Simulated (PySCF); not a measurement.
CH6OSiSn, SMILES C[O][Sn][SiH3] (connectivity only; charge and spin as stated), neutral, multiplicity 1.

The structure is a stationary point at PBE-D3(BJ)/def2-SVP. The structure was generated by enumeration; whether it is a known compound was not checked. The def2 effective core potentials stand for the cores of Sn; spin–orbit coupling is left out. The values are those of a single conformer.

Two levels are set side by side: TDDFT-PBE/def2-SVPD (PySCF) and TDDFT-LC-ωPBE/def2-SVPD (PySCF). Vertical, same geometry. The lowest singlet is HOMO→LUMO 100 % with PBE and HOMO→LUMO 99 % with the other functional; states are paired by order. Differences are taken from unrounded values.

| quantity | TDDFT-LC-ωPBE |
|---|---|
| lowest singlet excitation (eV) | 2.43 |
| lowest triplet excitation (TDA) (eV) | 1.59 |
| first bright state (f over 0.05) (eV) | 6.15 |
| its oscillator strength | 0.79 |

Question: What does TDDFT-PBE give, and how far is it from TDDFT-LC-ωPBE? (An estimate is asked for; the answer gives what the named calculation found.)

Answer: 
```
quantity                               TDDFT-PBE  TDDFT-PBE minus TDDFT-LC-ωPBE
-------------------------------------  ---------  -----------------------------
lowest singlet excitation (eV)              2.26                          -0.18
lowest triplet excitation (TDA) (eV)        1.66                           0.06
first bright state (f over 0.05) (eV)       3.75                          -2.40
its oscillator strength                     0.05                          -0.74
```

Functionals without exact exchange tend to place singlet excitations lower, as here. Differences between two approximate levels are no errors against the true value.

Rough cost on one machine, each run with all the roots and properties that it gave: TDDFT-LC-ωPBE against TDDFT-PBE about 4 times.
